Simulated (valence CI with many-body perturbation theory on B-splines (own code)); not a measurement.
**Run record, Sr6+**

Method: configuration interaction combined with many-body perturbation theory (CI+MBPT): four valence electrons over a frozen Dirac-Fock core [Ar] 3d10, a basis of 6 s, 6 p, 5 d, 3 f, 1 g functions for each j, with the one-electron correlation potential Σ1 (screened to all orders), the two-electron term Σ2, the three-electron term Σ3, Breit, model QED; selected single and double excitations, second order for the rest, scaled by the run's own slope (own B-spline code, finite nucleus).

Command, and the settings that its task file holds:

```sh
python run_cv.py task.json out
```

```
atom Sr  Z=38  mass_number=88  rms_radius_fm=4.2240
core [Ar] 3d10
valence 4s2 4p2
avg = 1
basis = S
breit = 1
cap = 10000
capref = 1200
cscale = 1
de = -1.667
dress = 0
eps = 2e-08
extrap = 1
h = 0.27
hh = 1
l2 = 3
lcore = 6
maxit = 60
n2 = 5
natural = 1
nlev = 20
nno = [3, 3, 3, 2, 1]
nroot = 26
nsp = [3, 3, 2, 1, 0]
pt2 = 1
qed = 1
rpa = 1
s1 = 1
s2 = 1
s3 = 1
screen = 1
tol = 2e-05
whole = 1
```

It took 35 s on 1 thread of Intel(R) Xeon(R) Platinum 8488C (Sapphire Rapids) (shared host).

Log. The first blocks belong to the next ion, which gives the ionisation energy. Fields: 2J, parity (1 odd), roots, reference size, generating configurations, candidates as configurations/state functions, variational space P, stored matrix elements, Davidson steps; e2 is the range of second-order energies in hartree. The first line gives the box (bohr), its intervals, the orbitals and the steps of their self-consistent field. Window is the range of levels sought, series limit the energy at which the first omitted orbital would enter, core excitation an estimate of the first excitation out of the core, left out the lowest levels not solved, and shifts from estimates the range by which levels moved from their first estimate, all in cm⁻¹.

```
rmax 13.7 intervals 63 orbitals 36 references ['4s2 4p2', '4s 4p3', '4s2 4p 4d'] scf 7 t 1.4
2J=1 par=1 roots 2 ref 41 generators 11 cand 664/958 P 697/999 nnz 0 it 0
2J=1 par=1 roots 2 ref 41 generators 30 cand 835/1256 P 1532/2255 nnz 0 it 7
   second order: generators 54 cand 1545/2261 e2 -0.00001 -0.00001
reference levels 455, estimated 52, window 287784 1/cm; series limit 617671, core excitation 1036517
2J=0 par=0 roots 3 ref 23 generators 13 cand 493/897 P 2141/3412 nnz 9.8e+05 it 4
2J=0 par=0 roots 3 ref 23 generators 39 cand 1480/2824 P 3621/6236 nnz 2.3e+06 it 5
   second order: generators 77 cand 10741/20988 e2 -0.00005 -0.00002
2J=2 par=0 roots 2 ref 45 generators 10 cand 295/984 P 1165/3524 nnz 1.5e+06 it 5
2J=2 par=0 roots 2 ref 45 generators 22 cand 1443/6097 P 2608/9621 nnz 8.1e+06 it 6
   second order: generators 60 cand 11055/54733 e2 -0.00008 -0.00005
2J=4 par=0 roots 3 ref 55 generators 14 cand 307/997 P 1088/3536 nnz 1.7e+06 it 5
2J=4 par=0 roots 3 ref 55 generators 34 cand 1266/6457 P 2354/9993 nnz 9.4e+06 it 9
   second order: generators 84 cand 12673/85394 e2 -0.00019 -0.00008
2J=4 par=1 roots 9 ref 72 generators 34 cand 243/1028 P 1048/3614 nnz 1.6e+06 it 8
2J=4 par=1 roots 9 ref 72 generators 75 cand 1367/6315 P 2415/9929 nnz 8.7e+06 it 9
   second order: generators 159 cand 17359/107577 e2 -0.00066 -0.00008
2J=2 par=1 roots 7 ref 62 generators 28 cand 278/1020 P 1242/3582 nnz 1.4e+06 it 9
2J=2 par=1 roots 7 ref 62 generators 68 cand 1649/6365 P 2891/9947 nnz 8.1e+06 it 10
   second order: generators 149 cand 16407/81894 e2 -0.00028 -0.00006
2J=6 par=1 roots 4 ref 59 generators 19 cand 166/936 P 955/3429 nnz 1.5e+06 it 11
2J=6 par=1 roots 4 ref 59 generators 45 cand 1338/6548 P 2293/9977 nnz 9.7e+06 it 9
   second order: generators 104 cand 13541/95500 e2 -0.00042 -0.00011
2J=0 par=1 roots 3 ref 24 generators 20 cand 683/1081 P 2444/3733 nnz 1.1e+06 it 5
2J=0 par=1 roots 3 ref 24 generators 47 cand 2289/3960 P 4733/7693 nnz 3.1e+06 it 6
   second order: generators 105 cand 12578/24392 e2 -0.00005 -0.00002
2J=8 par=1 roots 1 ref 36 generators 9 cand 332/1439 P 1158/4759 nnz 2.8e+06 it 5
2J=8 par=1 roots 1 ref 36 generators 21 cand 1181/5229 P 2339/9988 nnz 9e+06 it 6
   second order: generators 37 cand 9518/64725 e2 -0.00013 -0.00013
left out: unestimated 416686, estimated 365748, shifts from estimates -17 to 48
operators 2.2
```

The Davidson iterations converged.

Against 13 measured levels this calculation errs by 188 cm⁻¹ on average and by 363 at most. These come from a selection out of Sansonetti, J. Phys. Chem. Ref. Data 41, 013102 (2012). Levels without a partner in it may be off by more.

```
Valence energy                            : -20.64369 hartree
Ionisation energy                         : 104.9 eV (NIST: 104 ± 2 eV (theoretical))
Reference configurations for the orbitals : 4s2 4p2, 4s 4p3, 4s2 4p 4d
Radial orbitals                           : 36
Box radius                                : 13.7 bohr
Largest variational space                 : 9993
Lowest levels                             : 4s²4p² ³P_0 0.0, 4s²4p² ³P_1 6804, 4s²4p² ³P_2 12520, 4s²4p² ¹D_2 28443, 4s²4p² ¹S_0 51905, 4s4p³ ⁵S°_2 128700, 4s4p³ ³D°_1 167490, 4s4p³ ³D°_2 167660, 4s4p³ ³D°_3 170090, 4s4p³ ³P°_0 190230, 4s4p³ ³P°_1 191010, 4s4p³ ³P°_2 191970, 4s4p³ ¹D°_2 212730, 4s4p³ ³S°_1 233100 cm⁻¹
```

Names give the largest LS component (configuration and term), which can be under half, so a name can repeat, a term be missing and a line seem to break the LS rules; names also repeat where a configuration has a term twice.
